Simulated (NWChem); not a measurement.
# C$_{2}$H$_{4}$BFO$_{2}$; SMILES O=CCB(O)F

```xyz
10

O      0.1583    -2.4857     0.4467
C     -0.4047    -1.5676    -0.1062
C      0.2997    -0.4243    -0.8002
B      0.0739     0.9534    -0.0593
O      1.1066     1.7969     0.1671
F     -1.1620     1.2982     0.3429
H     -1.5157    -1.5068    -0.1178
H      1.3633    -0.6526    -0.9058
H     -0.1443    -0.3166    -1.8034
H      0.8223     2.6062     0.6216
```
Atoms are numbered in this order, from 1.

All runs use the structure optimised with B3LYP/6-31G* (spherical d).

Give the principal values of the shielding tensors (ppm) of O1, C2, C3, B4, O5 from B3LYP/6-31G* (spherical d), GIAO (NWChem), with their diamagnetic and paramagnetic parts as GIAO splits them.


```
atom     σ11     σ22    σ33  isotropic  diamagnetic  paramagnetic
----  ------  ------  -----  ---------  -----------  ------------
O1    -894.2  -394.0  352.8     -311.8        399.5        -711.4
C2     -80.7   -11.0  105.8        4.7        251.3        -246.6
C3     128.7   152.0  187.8      156.2        254.8         -98.6
B4      66.6    94.4   97.5       86.2        198.3        -112.1
O5     104.5   262.6  266.9      211.3        389.3        -177.9
```
